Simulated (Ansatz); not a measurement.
Ideal-gas functions of `F[CH]1[GaH][Se]1` at 298.15 K and 1 bar, from an Ansatz frequency run at PBE0-D4/def2-TZVP.

Molar mass 181.71 g/mol, point group C1 (symmetry number 1), electronic degeneracy 1, moments of inertia 143.925, 208.163, 337.118 u Å². Harmonic wavenumbers (cm⁻¹, unscaled): 210, 263, 308, 443, 447, 527, 635, 954, 1084, 1308, 2081, 3155.

Use S(trans) = R[1.5 ln M + 2.5 ln T − 1.1517]; rotational temperatures θ = 24.2544 K / I; S(rot) = R[ln(√π/σ · √(T³/θAθBθC)) + 1.5]; for each mode x = 1.438777 ν̃/T, S = R[x/(eˣ − 1) − ln(1 − e⁻ˣ)] and H = RT x/(eˣ − 1); 1 cm⁻¹ = 0.0119627 kJ/mol; R = 8.31446 J/(mol·K).

By hand: the entropy, in J/(mol·K).

Translation 173.7. Rotation: θ = 0.1685, 0.1165, 0.0719 K, giving 115.6. Vibration, mode by mode: 8.55, 6.87, 5.74, 3.42, 3.37, 2.49, 1.65, 0.47, 0.28, 0.11, 0.00, 0.00, in all 32.9. Electronic 0.0. Sum 322.2 J/(mol·K).

By hand: H − E and G − E in kJ/mol, counted from the electronic energy.

Zero-point energy ½ × 11415 × 0.0119627 = 68.3; thermal vibration 6.3; translation, rotation and pV give 4 RT = 9.9. H − E = 84.5 kJ/mol, and G − E = 84.5 − 298.15 × 322.2/1000 = -11.6 kJ/mol.

Vibration gives 10 % of the entropy. The sum counts one conformer and one mirror image; others add a mixing term.
